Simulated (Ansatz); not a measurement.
Consider the redistribution: `F[CH2][AlH][GeH3]` + `CN[SiH](O)O` → `O[SiH](O)[NH][GeH3]` + `[CH3][AlH][CH2]F`.

Calculated with Ansatz (gas phase, PBE0-D4/def2-TZVP geometries, no zero-point term in ΔE). CCSD(T)/CBS adds triple-zeta CCSD(T) − MP2 to the extrapolated MP2 energy (def2 sets, frozen cores). DFT in def2-TZVPP. B3LYP here is the variant with VWN-RPA as its local correlation; programs differ in this. For Ge outer-core shells are correlated without core-valence functions, which leaves a few kJ/mol of doubt a bond. Scalar relativity is left out up to krypton. Each species was taken in one conformer, which may not be the lowest.

`F[CH2][AlH][GeH3]`:

```xyz
10

F     1.287    0.750   -1.665
C    -0.109    0.769   -1.749
Al   -0.944    0.035   -0.107
Ge    0.515   -0.757    1.726
H    -0.418    1.806   -1.937
H    -0.398    0.203   -2.644
H    -2.534   -0.002   -0.056
H    -0.268   -1.358    2.909
H     1.497   -1.839    1.234
H     1.372    0.394    2.289
```

`CN[SiH](O)O`:

Z-matrix (Å, degrees):
```
C
N 1 1.448
H 1 1.094 2 111.4
H 1 1.096 2 112.8 3 122.1
H 1 1.092 2 109.5 3 -118.4
Si 2 1.696 1 125.4 3 140.5
H 2 1.007 1 114.4 3 -58.3
O 6 1.639 2 112.3 1 54.0
O 6 1.648 2 112.8 1 -61.9
H 6 1.483 2 105.3 1 175.8
H 8 0.959 6 116.0 2 -142.9
H 9 0.958 6 116.5 2 -53.5
```

`O[SiH](O)[NH][GeH3]`:

Cartesian coordinates in Å:
```
O 0.878 1.738 -0.592
Si 0.504 0.230 -1.113
O -0.919 0.442 -1.914
N 0.401 -0.831 0.211
Ge -0.457 -0.504 1.811
H 0.475 2.461 -1.075
H 1.537 -0.323 -2.025
H -1.366 -0.344 -2.227
H 1.047 -1.605 0.218
H -1.124 -1.809 2.282
H 0.537 -0.030 2.886
H -1.510 0.575 1.538
```

`[CH3][AlH][CH2]F`:

```xyz
10

C    -0.178   -1.213    1.223
Al    0.566    0.358    0.335
C    -0.207    0.928   -1.401
F     0.422    2.063   -1.923
H    -0.545   -0.955    2.223
H    -1.003   -1.675    0.675
H     0.594   -1.976    1.371
H     1.768    1.180    0.967
H    -1.279    1.155   -1.312
H    -0.138    0.134   -2.157
```

| level | ΔE (kJ/mol) |
| --- | --- |
| PBE-D4 | -46.0 |
| B3LYP-D4 | -56.5 |
| B3LYP | -54.1 |
| HF/def2-TZVPP | -64.1 |
| MP2/def2-TZVPP | -73.0 |
| MP2/def2-QZVPP | -72.7 |
| SCS-MP2/def2-QZVPP | -70.7 |
| MP2/CBS(def2) | -71.9 |

Q: What does CCSD(T)/CBS give? (Best estimate.)

A: Computed: -62.3 kJ/mol. The listed levels differ from it by 16.3, 5.8, 8.2, -1.8, -10.7, -10.4, -8.4, -9.6 kJ/mol.

Largest T1 diagnostic among the species: 0.012.

From PBE to PBE0 (25 % exact exchange), in def2-TZVPP and without D4, ΔE moves by −4.0 kJ/mol.
